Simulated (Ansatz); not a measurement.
`S[CH]1N=[CH][GeH2]1`, charge 0, multiplicity 1.

Task: Give a relaxed structure at PBE0-D4/def2-TZVP (Ansatz 0.2.0). (Best estimate.)

Result: Computed: 
```xyz
10

S    -0.870   -0.992    1.866
C    -0.485   -0.701    0.121
N    -1.389    0.345   -0.387
C    -0.630    1.281   -0.809
Ge    1.093    0.441   -0.368
H     0.013   -1.990    2.031
H    -0.629   -1.626   -0.440
H    -1.047    2.179   -1.263
H     2.020    0.030   -1.532
H     1.924    1.032    0.782
```
This is one stationary point; other conformers may exist.
